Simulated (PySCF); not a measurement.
**Unknowns**

[PySCF 2.14: σ from GIAO-PBE0/pcSseg-1; coordinates at the GFN2-xTB level; J couplings at B3LYP/pcJ-1 (spin–dipole term left out of most H,H and C,H couplings); gas phase; a single conformation; fast rotation and ring inversion assumed for equivalent nuclei; non-relativistic]

Scale: 1H (31.72 ppm) and 13C (186.93 ppm) vs TMS (reference shieldings calculated alike). Multiplet labels drop J under 1 Hz and among equivalent protons, and merge close values. Unscaled 3J(H,H) run several per cent high. Splittings of carbon signals by F and P are missing where no couplings were computed. Where no couplings were computed, multiplicities follow the n + 1 count of equivalent neighbours, and m marks all less simple cases (inequivalent or close neighbours, rings, F or P nearby). Acid and N–H amide carbonyl carbons lie up to 10 ppm further downfield in solution (hydrogen bonding). Shifts are as computed. Against solution values, carbons near 30 ppm lie about +3 ppm off and those near 130 ppm about +5 ppm; carbons on Cl a further +6 ppm. Of 1211 compounds with measured shifts, 218 miss one by over three times the rms of a fit or turn the order of signals round; such compounds aren't used in these exercises. Carbons bonded to Cl come out too deshielded. OH and NH positions are gas-phase values without hydrogen bonding to other molecules.

Q: C₃H₁₀N₂OSi. 1H NMR (400 MHz, computed): δ 5.51 (br s, 2H), 4.69 (s, 2H), 2.67 (s, 6H). 13C{1H} NMR (computed): δ 182.1 (C), 41.9 (CH3). Give a structure.

A: `CN(C)[SiH2]C(N)=O`. The formula gives 1 degree of unsaturation (no ring in the answer). 2 carbon signals for 3 carbons: some carbons are equivalent by symmetry or fast rotation. Carbon types of the structure: 1 × C, 2 × CH3, leaving 4 H on heteroatoms. δC 182.1: carbonyl carbon. δC 41.9: methyl carbon bonded to N; the inductive effect lowers its shielding. δH 5.51: hydrogen on an amide-type nitrogen; exchangeable, gas-phase position. δH 2.67: hydrogen on a methyl carbon bonded to N; its carbon carries N, an electronegative neighbour.

The shifts were computed for this structure.

Q: C₃H₃ClF₂. 1H NMR (400 MHz, computed): δ 6.79 (m, 1H), 4.25 (m, 2H). 13C{1H} NMR (computed): δ 158.2, 148.4, 47.2. Give a structure.

A: SMILES F/C=C(\F)CCl. The formula gives 1 degree of unsaturation (no ring in the answer). 3 carbon signals for 3 carbons: no two carbons are equivalent. Carbon types of the structure: 1 × C, 1 × CH, 1 × CH2, which accounts for all hydrogens. δC 158.2: fully substituted alkene carbon; the olefinic region. δC 148.4: alkene CH; an sp2 carbon of a C=C bond. δC 47.2: allylic sp3 CH2 bonded to Cl; pulled downfield by the heteroatom. δH 6.79: hydrogen on an alkene CH; olefinic region.

The shifts were computed for this structure.

Q: C₄H₄N₂. 1H NMR (300 MHz, computed): δ 9.63 (m, 2H), 7.44 (m, 2H). 13C{1H} NMR (computed): δ 155.9 (CH), 129.9 (CH). Identify the compound.

A: pyridazine (c1ccnnc1). Rings plus π bonds: 4 (1 ring in the answer). 2 carbon signals for 4 carbons: some carbons are equivalent by symmetry or fast rotation. Carbon types of the structure: 4 × CH, which accounts for all hydrogens. δC 155.9: aromatic CH next to a ring nitrogen; the adjacent pyridine-type nitrogen withdraws density from it. δC 129.9: aromatic CH; the aromatic region. δH 9.63: hydrogen on an aromatic CH next to a ring nitrogen; ring current plus the neighbouring ring nitrogen. δH 7.44: hydrogen on an aromatic CH; the ring current deshields protons in the ring plane.

The data come from this structure; uniqueness wasn't tested.
